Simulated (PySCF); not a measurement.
**Telling isomers of C$_{7}$H$_{12}$ apart by NMR**

- geometry: GFN2-xTB
- σ from GIAO-PBE0/pcSseg-1
- run in PySCF 2.14.0 with density-fitted response routines
- one conformer, averaged over atoms made equivalent by symmetry, fast rotation or ring inversion, gas phase, no relativistic terms

Shifts are taken against calculated references (same method and geometry level): ¹H (31.72 ppm), ¹³C (186.93 ppm) against TMS. Where no couplings were computed, multiplicities follow the n + 1 count of equivalent neighbours, and m marks all less simple cases (inequivalent or close neighbours, rings, F or P nearby). Shifts are as computed. Against solution values, carbons near 30 ppm lie about +3 ppm off and those near 130 ppm about +5 ppm. Of 1211 compounds with measured shifts, 218 miss one by over three times the rms of a fit or turn the order of signals round; such compounds aren't used in these exercises.

(1) Tabulate the signals of `C=CC(=C)C(C)C`, `C[C@@H]1C[C@@]12C[C@@H]2C` and their relative energies.

(2) What is the quickest way to tell C=CC(=C)C(C)C from C[C@@H]1C[C@@]12C[C@@H]2C?

Results:

(1) 
```tsv
SMILES	carbon types	δC	δH	E rel. (kcal/mol)
C=CC(=C)C(C)C	1×C 2×CH 2×CH2 2×CH3	162.0, 147.7, 121.4, 118.1, 31.0, 24.8	6.65 (m, 1H), 5.54 (m, 1H), 5.43 (m, 1H), 5.34 (m, 1H), 5.31 (m, 1H), 2.58 (sept, 1H), 1.17 (d, 6H)	0.0
C[C@@H]1C[C@@]12C[C@@H]2C	1×C 2×CH 2×CH2 2×CH3	23.7, 20.2, 19.5, 17.3, 16.1, 14.3, 13.4	1.15 (m, 3H), 1.13 (m, 1H), 1.11 (m, 3H), 1.09 (m, 1H), 0.86 (m, 1H), 0.78 (m, 1H), 0.35 (m, 1H), 0.33 (m, 1H)	10.1
```

Energies are electronic energies at PBE0/pcSseg-1 on these geometries, without zero-point or thermal terms, each for the one conformer computed, which needn't be the lowest.

(2) Count the carbon signals: 6 against 7. The first has a fully substituted alkene carbon (C) at 162.0 ppm, the second a three-membered-ring carbon (C) at 23.7 ppm. In the proton spectra the most deshielded non-exchanging signals are 6.65 (m, 1H) and 1.15 (m, 3H).
